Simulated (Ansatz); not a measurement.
`[CH2][N](C)[In]([Cl])[Cl]`, charge 0, multiplicity 2.

**Question.** Give a relaxed structure at PBE0-D4/def2-TZVP (Ansatz 0.2.0). (Best estimate.)

**Answer.** The calculation gave: 
Cartesian coordinates in Å:
```
C -0.269 -0.886 -1.100
N -0.265 -0.090 -0.122
C -0.616 -0.546 1.204
In 0.452 2.143 -0.373
Cl 2.051 1.952 1.390
Cl 1.279 1.805 -2.592
H 0.023 -0.518 -2.082
H -0.546 -1.936 -0.980
H -1.479 0.022 1.560
H 0.218 -0.331 1.875
H -0.849 -1.614 1.221
```
This is one stationary point; other conformers may exist.
